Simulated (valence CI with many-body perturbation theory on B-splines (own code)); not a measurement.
## Gd⁴³⁺: M1 decay

Calculated by configuration interaction combined with many-body perturbation theory (CI+MBPT): three valence electrons over a frozen Dirac-Fock core [Ar], radial functions for each j: 7 s, 7 p, 8 d, 6 f, 4 g, 1 h, with the one-electron correlation potential Σ1 (screened to all orders), the two-electron term Σ2, the three-electron term Σ3, Breit, model QED; selected single and double excitations, second order for the rest, scaled by the run's own slope (own B-spline code, finite nucleus).

The last digits are not significant, and no measured levels were compared; by estimate large intervals hold to a few tenths of a per cent, small ones and those within an open d or f shell to about a per cent. Only levels of the ground parity were solved; by the run's estimate the other parity begins above the list, which can be wrong where configurations are misplaced.

Lines 1 to 50 of 55 in falling wavelength, among levels below 134.51 eV, chosen from the decays that carry over 1 % of a level's rate. Wavelengths and rates use the calculated energies. S is in atomic units (e²a₀⁴ for E2 and M2, e²a₀⁶ for E3), for M1 in squared Bohr magnetons. Weak lines are less certain than strong ones. Lines between different terms over intervals too small for the method are left out, as are lines whose strength nearly cancels. The highest levels of a list are the least certain.

Levels are named by their leading jj configuration (3d3/2^4 stands for four electrons in 3d with j = 3/2), which in mixed levels can hold well under half, so a name can repeat and another be missing. Letters in brackets count levels of one name in rising energy.

```csv
λ vac (Å),Upper,Lower,Type,A (s⁻¹),S (a.u.)
16170,(3d3/2^2 3d5/2) J=9/2,(3d3/2^2 3d5/2) J=7/2,M1,1.91e+00,3.00e+00
1556,(3d3/2^2 3d5/2) J=7/2,(3d3/2^2 3d5/2) J=5/2 [a],M1,4.18e+03,4.67e+00
1202,(3d3/2 3d5/2^2) J=5/2 [b],(3d3/2 3d5/2^2) J=3/2 [a],M1,4.13e+03,1.60e+00
643.0,(3d3/2^2 3d5/2) J=5/2 [b],(3d3/2^2 3d5/2) J=7/2,M1,4.03e+03,2.39e-01
633.0,(3d3/2 3d5/2^2) J=7/2 [b],(3d3/2 3d5/2^2) J=7/2 [a],M1,8.45e+03,6.35e-01
627.9,(3d5/2^3) J=3/2,(3d3/2 3d5/2^2) J=3/2 [b],M1,1.89e+04,6.93e-01
576.0,(3d3/2^2 3d5/2) J=5/2 [b],(3d3/2^2 3d5/2) J=3/2,M1,2.42e+04,1.03e+00
532.5,(3d3/2 3d5/2^2) J=5/2 [a],(3d3/2^2 3d5/2) J=5/2 [b],M1,5.33e+04,1.79e+00
521.5,(3d3/2 3d5/2^2) J=3/2 [b],(3d3/2 3d5/2^2) J=1/2,M1,2.57e+04,5.41e-01
474.8,(3d3/2 3d5/2^2) J=3/2 [b],(3d3/2 3d5/2^2) J=3/2 [a],M1,4.15e+04,6.59e-01
455.0,(3d3/2^2 3d5/2) J=5/2 [b],(3d3/2^2 3d5/2) J=5/2 [a],M1,6.57e+03,1.38e-01
447.9,(3d5/2^3) J=5/2,(3d3/2 3d5/2^2) J=3/2 [b],M1,4.05e+04,8.09e-01
434.4,(3d3/2 3d5/2^2) J=5/2 [b],(3d3/2^2 3d5/2) J=5/2 [b],M1,1.30e+05,2.37e+00
426.3,(3d5/2^3) J=9/2,(3d3/2 3d5/2^2) J=11/2,M1,2.93e+04,8.43e-01
415.1,(3d3/2 3d5/2^2) J=7/2 [a],(3d3/2^2 3d5/2) J=7/2,M1,1.40e+05,2.98e+00
412.4,(3d3/2^2 3d5/2) J=5/2 [a],(3d3/2^3) J=3/2,M1,3.71e+05,5.78e+00
410.9,(3d3/2 3d5/2^2) J=7/2 [b],(3d3/2^2 3d5/2) J=5/2 [b],M1,2.32e+04,4.77e-01
382.0,(3d3/2 3d5/2^2) J=9/2,(3d3/2^2 3d5/2) J=9/2,M1,2.66e+05,5.49e+00
373.2,(3d3/2 3d5/2^2) J=9/2,(3d3/2^2 3d5/2) J=7/2,M1,1.59e+05,3.07e+00
348.8,(3d5/2^3) J=3/2,(3d3/2 3d5/2^2) J=5/2 [b],M1,1.66e+04,1.05e-01
348.7,(3d3/2 3d5/2^2) J=3/2 [a],(3d3/2^2 3d5/2) J=1/2,M1,9.64e+04,6.06e-01
346.5,(3d3/2^2 3d5/2) J=3/2,(3d3/2^3) J=3/2,M1,3.16e+05,1.95e+00
332.0,(3d5/2^3) J=9/2,(3d3/2 3d5/2^2) J=9/2,M1,3.71e+05,5.04e+00
327.7,(3d3/2 3d5/2^2) J=7/2 [a],(3d3/2^2 3d5/2) J=5/2 [a],M1,5.93e+05,6.19e+00
327.2,(3d3/2 3d5/2^2) J=1/2,(3d3/2^2 3d5/2) J=1/2,M1,5.54e+05,1.44e+00
311.9,(3d3/2 3d5/2^2) J=3/2 [a],(3d3/2^2 3d5/2) J=3/2,M1,5.64e+05,2.54e+00
310.1,(3d3/2^2 3d5/2) J=1/2,(3d3/2^3) J=3/2,M1,1.17e+05,2.59e-01
304.6,(3d5/2^3) J=9/2,(3d3/2 3d5/2^2) J=7/2 [a],M1,5.10e+05,5.34e+00
304.5,(3d3/2 3d5/2^2) J=11/2,(3d3/2^2 3d5/2) J=9/2,M1,1.79e+05,2.25e+00
303.8,(3d5/2^3) J=3/2,(3d3/2 3d5/2^2) J=5/2 [a],M1,3.54e+05,1.47e+00
296.3,(3d5/2^3) J=5/2,(3d3/2 3d5/2^2) J=7/2 [b],M1,1.37e+05,7.93e-01
294.5,(3d3/2 3d5/2^2) J=1/2,(3d3/2^2 3d5/2) J=3/2,M1,3.01e+04,5.71e-02
291.3,(3d3/2 3d5/2^2) J=5/2 [a],(3d3/2^2 3d5/2) J=7/2,M1,3.45e+04,1.90e-01
285.1,(3d5/2^3) J=5/2,(3d3/2 3d5/2^2) J=5/2 [b],M1,2.59e+05,1.33e+00
284.9,(3d5/2^3) J=3/2,(3d3/2 3d5/2^2) J=1/2,M1,2.13e+05,7.29e-01
279.6,(3d3/2 3d5/2^2) J=3/2 [b],(3d3/2^2 3d5/2) J=5/2 [b],M1,3.28e+05,1.06e+00
276.7,(3d3/2 3d5/2^2) J=5/2 [a],(3d3/2^2 3d5/2) J=3/2,M1,2.95e+05,1.39e+00
272.6,(3d3/2 3d5/2^2) J=3/2 [a],(3d3/2^2 3d5/2) J=5/2 [a],M1,2.77e+05,8.33e-01
270.3,(3d5/2^3) J=3/2,(3d3/2 3d5/2^2) J=3/2 [a],M1,3.41e+05,1.00e+00
259.3,(3d3/2 3d5/2^2) J=5/2 [b],(3d3/2^2 3d5/2) J=7/2,M1,1.54e+05,5.96e-01
254.6,(3d3/2 3d5/2^2) J=7/2 [b],(3d3/2^2 3d5/2) J=9/2,M1,9.67e+04,4.73e-01
254.4,(3d5/2^3) J=5/2,(3d3/2 3d5/2^2) J=5/2 [a],M1,2.66e+05,9.73e-01
250.7,(3d3/2 3d5/2^2) J=7/2 [b],(3d3/2^2 3d5/2) J=7/2,M1,9.24e+04,4.32e-01
247.6,(3d3/2 3d5/2^2) J=5/2 [b],(3d3/2^2 3d5/2) J=3/2,M1,4.77e+03,1.61e-02
245.4,(3d3/2 3d5/2^2) J=5/2 [a],(3d3/2^2 3d5/2) J=5/2 [a],M1,5.09e+04,1.67e-01
230.5,(3d5/2^3) J=5/2,(3d3/2 3d5/2^2) J=3/2 [a],M1,3.89e+05,1.06e+00
222.2,(3d3/2 3d5/2^2) J=5/2 [b],(3d3/2^2 3d5/2) J=5/2 [a],M1,1.22e+04,2.98e-02
216.3,(3d3/2^2 3d5/2) J=5/2 [b],(3d3/2^3) J=3/2,M1,3.91e+04,8.82e-02
215.9,(3d3/2 3d5/2^2) J=7/2 [b],(3d3/2^2 3d5/2) J=5/2 [a],M1,2.62e+04,7.82e-02
201.8,(3d5/2^3) J=5/2,(3d3/2 3d5/2^2) J=7/2 [a],M1,2.04e+05,3.73e-01
```
